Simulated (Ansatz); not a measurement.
`CCC(C)(CC(C)(CC(C)(C)C(=O)OCc1ccccc1)C(=O)OC(C)(C)C)C(=O)OCC1CO1` with charge -1, relaxed as a doublet with UKS PBE-D4/def2-SVP in Ansatz, starting from the PBE-D4/def2-SVP geometry of the neutral singlet. Force threshold 0.03 eV/Å.

Single mean-field runs in def2-SVP are fitted with def2-universal-jkfit. The highest occupied level of the relaxed charge -1 doublet lies above zero (up to 1.62 eV). By energy differences, losing it releases 0.15 eV (each at its own geometry, to the charge 0 singlet, at PBE-D4/def2-SVP). The gap within one spin of the relaxed charge -1 doublet nearly closes, so an electron or hole may be smeared out by delocalisation error. The relaxation made no stability test and no search for a lower SCF solution.

Start:

```xyz
77

C     1.003   -0.121    5.387
C     0.291   -0.154    4.033
C     1.169    0.253    2.814
C     1.640    1.712    2.921
C     0.468   -0.083    1.450
C    -0.641    0.809    0.845
C    -1.713    1.245    1.869
C    -1.443    0.019   -0.251
C    -0.774   -0.736   -1.445
C     0.177    0.140   -2.272
C    -0.070   -2.055   -1.045
C    -1.957   -1.121   -2.356
O    -2.139   -0.709   -3.488
O    -2.797   -1.986   -1.732
C    -3.929   -2.464   -2.505
C    -3.566   -3.682   -3.318
C    -3.068   -3.549   -4.631
C    -2.699   -4.684   -5.367
C    -2.821   -5.963   -4.801
C    -3.314   -6.105   -3.494
C    -3.683   -4.969   -2.758
C    -0.013    2.060    0.190
O     1.172    2.194   -0.069
O    -0.963    2.978   -0.084
C    -0.643    4.273   -0.719
C    -0.086    4.041   -2.127
C    -2.007    4.962   -0.779
C     0.329    5.060    0.167
C     2.354   -0.729    2.808
O     2.239   -1.942    2.841
O     3.558   -0.111    2.723
C     4.702   -0.981    2.667
C     5.920   -0.106    2.519
C     6.448    0.238    1.187
O     7.078   -0.756    1.998
H     0.314   -0.436    6.197
H     1.369    0.894    5.647
H     1.870   -0.813    5.413
H    -0.595    0.508    4.072
H    -0.085   -1.182    3.847
H     2.264    1.997    2.057
H     0.772    2.400    2.955
H     2.232    1.871    3.842
H     1.266   -0.143    0.684
H     0.066   -1.110    1.559
H    -2.121    0.356    2.390
H    -1.309    1.939    2.629
H    -2.547    1.762    1.359
H    -2.067   -0.721    0.291
H    -2.153    0.755   -0.685
H     0.482   -0.394   -3.192
H     1.082    0.399   -1.694
H    -0.315    1.079   -2.591
H     0.162   -2.651   -1.952
H    -0.712   -2.676   -0.390
H     0.885   -1.863   -0.524
H    -4.698   -2.707   -1.746
H    -4.288   -1.642   -3.155
H    -2.958   -2.541   -5.059
H    -2.314   -4.568   -6.392
H    -2.532   -6.853   -5.381
H    -3.414   -7.106   -3.047
H    -4.072   -5.081   -1.733
H     0.066    5.017   -2.630
H     0.882    3.507   -2.091
H    -0.800    3.451   -2.736
H    -2.425    5.093    0.239
H    -1.911    5.961   -1.250
H    -2.723    4.361   -1.375
H     1.317    4.569    0.211
H    -0.074    5.149    1.197
H     0.455    6.083   -0.240
H     4.748   -1.597    3.591
H     4.614   -1.683    1.811
H     6.105    0.596    3.357
H     5.923   -0.134    0.285
H     7.013    1.180    1.051
```

Estimate the energy that the relaxation releases and the steps that it takes.

19.4 kJ/mol, in 21 steps; 2.4 min on 2 threads of AMD EPYC 7R13 on a shared host and a share (18 GiB) of an NVIDIA H100 80GB HBM3. The force fell under the threshold at step 20, but the optimiser went on. No frequencies were taken in this run, so the end may be a saddle point.

Does the start keep its bonding?

By distances, no bond broke or formed. The bond that changes most is C22–O24, from 1.35 to 1.38 Å (atoms count from 1).

Predict the relaxed structure.


Cartesian coordinates in Å:
```
C 0.674 0.019 5.542
C 0.094 -0.176 4.139
C 1.026 0.209 2.961
C 1.546 1.654 3.081
C 0.340 -0.080 1.573
C -0.688 0.888 0.934
C -1.771 1.383 1.923
C -1.528 0.140 -0.187
C -0.901 -0.594 -1.413
C -0.017 0.323 -2.270
C -0.132 -1.884 -1.056
C -2.138 -0.981 -2.251
O -2.475 -0.426 -3.295
O -2.819 -2.010 -1.684
C -3.862 -2.662 -2.516
C -3.326 -3.847 -3.235
C -2.530 -3.683 -4.415
C -1.964 -4.789 -5.050
C -2.157 -6.098 -4.550
C -2.939 -6.271 -3.377
C -3.501 -5.167 -2.734
C 0.055 2.084 0.329
O 1.265 2.138 0.067
O -0.846 3.068 -0.037
C -0.392 4.336 -0.580
C 0.284 4.138 -1.944
C -1.692 5.133 -0.738
C 0.548 5.031 0.418
C 2.214 -0.763 2.988
O 2.276 -1.830 3.593
O 3.226 -0.333 2.157
C 4.344 -1.201 1.999
C 5.535 -0.339 1.665
C 5.824 0.043 0.273
O 6.591 -0.971 0.934
H -0.046 -0.327 6.312
H 0.897 1.084 5.760
H 1.607 -0.565 5.673
H -0.844 0.403 4.051
H -0.180 -1.244 4.011
H 2.176 1.909 2.211
H 0.704 2.376 3.103
H 2.140 1.786 4.009
H 1.158 -0.179 0.835
H -0.138 -1.078 1.663
H -2.289 0.522 2.394
H -1.347 2.019 2.724
H -2.525 1.988 1.386
H -2.172 -0.599 0.336
H -2.212 0.912 -0.598
H 0.286 -0.205 -3.197
H 0.892 0.635 -1.721
H -0.572 1.229 -2.577
H 0.053 -2.479 -1.975
H -0.709 -2.523 -0.362
H 0.849 -1.654 -0.598
H -4.647 -2.944 -1.786
H -4.240 -1.881 -3.206
H -2.376 -2.667 -4.812
H -1.359 -4.638 -5.960
H -1.702 -6.965 -5.054
H -3.104 -7.282 -2.969
H -4.101 -5.313 -1.819
H 0.551 5.122 -2.382
H 1.197 3.526 -1.833
H -0.404 3.621 -2.643
H -2.193 5.258 0.243
H -1.485 6.137 -1.161
H -2.388 4.600 -1.416
H 1.481 4.449 0.535
H 0.056 5.115 1.409
H 0.796 6.052 0.064
H 4.497 -1.790 2.929
H 4.164 -1.924 1.172
H 5.864 0.345 2.474
H 5.147 -0.306 -0.530
H 6.355 0.992 0.065
```
Bond lengths: 25 × C–C 1.40 to 1.59 Å; 11 × C–O 1.23 to 1.49 Å; 42 × C–H 1.10 to 1.11 Å.
